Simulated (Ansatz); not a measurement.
Consider the isomerisation: `F[C]1=C[CH2][AlH]1` → `C=[C]1[AlH][CH]1F`.

Gas-phase electronic energies from Ansatz, PBE0-D4/def2-TZVP geometries. CCSD(T)/CBS adds triple-zeta CCSD(T) − MP2 to the extrapolated MP2 energy (def2 sets, frozen cores). Functionals use def2-TZVPP. HSE06 is defined as in plane-wave codes.

| level | ΔE (kJ/mol) |
| --- | --- |
| HSE06-D4 | 140.4 |
| r2SCANh | 137.0 |
| LC-ωPBE | 156.0 |
| CCSD/CBS(def2) | 145.5 |

Task: What does CCSD(T)/CBS give? (An estimate is asked.)

Result: Ansatz gave: +141.4 kJ/mol. The listed levels differ from it by -1.0, -4.4, 14.6, 4.1 kJ/mol.

Largest T1 diagnostic among the species: 0.014.

From PBE to PBE0 (25 % exact exchange), in def2-TZVPP and without D4, ΔE moves by +14.3 kJ/mol. In def2-TZVPP, CCSD(T) changes the Hartree–Fock value by −17.0 kJ/mol (the triples alone add −4.1 kJ/mol) and MP2 by −14.6 kJ/mol. Leaving LDA and LC-ωPBE aside and taking each functional with its dispersion term where it has one, the values, not all of them listed here, spread over 31.3 kJ/mol, from BLYP-D4 to PBE-QIDH. LDA lies +5.7 kJ/mol from PBE without D4.
